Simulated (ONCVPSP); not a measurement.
## Varying the ONCV potential for tungsten

Base potential:

* Element: tungsten (W)
* Generator: ONCVPSP 4.0.1
* Type: optimised norm-conserving Vanderbilt (ONCV)
* Functional: LDA (Perdew-Wang 92)
* Relativity: scalar-relativistic
* Frozen core: [Kr] 4d10
* Valence charge: 28
* Reference configuration: 4f14 5s2 5p6 5d4 6s2
* Partial waves: 5s+6s: rc 1.55 bohr, ncon 3, nbas 8, qcut 8.8 1/bohr, 2 projectors; 5p: rc 2.05 bohr, ncon 3, nbas 8, qcut 6.5 1/bohr, 1 projector; 5d: rc 2.20 bohr, ncon 3, nbas 8, qcut 7.1 1/bohr, 2 projectors, debl 2.9 Ha; 4f: rc 0.60 bohr, ncon 4, nbas 9, qcut 28.2 1/bohr, 2 projectors, debl 0.8 Ha
* Local potential: polynomial inside 0.40 bohr (lpopt 5, dvloc0 0 Ha)
* Core correction: Teter function, fcfact 3.5, rcfact 1.2

In the f channel the program set the typed energies aside and used -1.230, 0.250 Ha.

All-electron outer shells of the reference configuration (LDA (PZ), scalar-relativistic, ld1.x):

| shell | level (eV) | outermost node (bohr) | outermost maximum (bohr) |
| --- | --- | --- | --- |
| 4d | -238.26 | 0.22 | 0.45 |
| 5s | -79.30 | 0.53 | 0.96 |
| 5p | -43.38 | 0.57 | 1.09 |
| 4f | -33.46 | – | 0.43 |
| 6s | -5.91 | 1.28 | 2.64 |
| 5d | -4.68 | 0.63 | 1.50 |

Cutoffs, loose and tight: the cutoffs (Ha) at which the residual kinetic energy of the hardest occupied pseudo-wave falls to 1 and 0.1 mHa per electron. They do not see the model core or the augmentation charge, which bear on the density cutoff. Test errors are all-electron minus pseudo excitation energies from the reference, over the configurations 4f14 5s2 5p6 5d4 6s1; 4f14 5s2 5p6 5d4 6s0; 4f14 5s2 5p6 5d3 6s0; 4f14 5s2 5p6 5d4.5 6s1.5. A dash means not determined; rows that change the core or the reference have their own tests.

A true bound ghost makes a file unfit for plane-wave use even where its test errors are small: the radial tests pick states by their node count and pass the ghost by.

| change | outcome | cutoff, loose | cutoff, tight | bound ghosts | GHOST(+) flags above zero | largest test error (meV) |
| --- | --- | --- | --- | --- | --- | --- |
| base | generated, projector energies reset by the program | 338 Ha | 371 Ha | s, p, d | none | -9.6 |
| local potential polynomial inside 0.40 bohr (lpopt 5, dvloc0 3 Ha) | generated, projector energies reset by the program | 338 Ha | 371 Ha | s, p, d | none | -9.7 |
| local potential polynomial inside 0.45 bohr (lpopt 5, dvloc0 0 Ha) | generated, projector energies reset by the program | 338 Ha | 371 Ha | s, p, d | none | -9.4 |
| core correction Teter function, fcfact 6.7, rcfact 1.2 | generated, projector energies reset by the program | 338 Ha | 371 Ha | s, p, d | none | -9.7 |
| d: rc 3.12 | generated, projector energies reset by the program | 338 Ha | 371 Ha | s, p, d | none | -9.9 |
| core correction Teter function, fcfact 3.5, rcfact 1.08 | generated, projector energies reset by the program | 338 Ha | 371 Ha | s, p, d | none | -9.6 |
| p: rc 2.82 | generated, projector energies reset by the program | 338 Ha | 371 Ha | s, p, d | none | -12 |
| p: ncon 5, nbas 10 | generated, projector energies reset by the program | 338 Ha | 371 Ha | s, p, d | none | -10.0 |
| all radii but the core radius scaled by about 0.76 (s 1.18, p 1.56, d 1.66, f 0.46 bohr); local potential polynomial inside 0.30 bohr (lpopt 5, dvloc0 0 Ha) | failed: ERROR pspot: first pseudo wave function has node, program will stop | – | – | – | – | – |

(1) What comes out with this change to the base: f: qcut 36?

Results:

(1) outcome: generated, projector energies reset by the program; cutoff, loose: 437 Ha; cutoff, tight: 490 Ha; bound ghosts: s, p, d; GHOST(+) flags above zero: none; largest test error (meV): -9.7.
